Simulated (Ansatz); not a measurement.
Input for Ansatz (development build ahead of 0.2.0):

```yaml
crystal:
  periodic: [false, false, false]
  atoms:
    - { symbol: B, position_ang: [0.0, 0.0, 0.0] }
basis:
  gaussian: { orbitals: STO-3G }
magnetization:
  spin_polarized: true
  initial_magnetization: 1
hamiltonian:
  xc: hf
correlation:
  method: mp2
  frozen_orbitals: { B: 1 }
```

The input is written out in the form of the current development build from the run's settings.

The run gave:

- Converged: yes
- Reference energy: -24.14899 hartree
- Correlation energy: -0.01866 hartree
- Total energy: -24.16765 hartree
- Spin squared of the determinant: 0.750
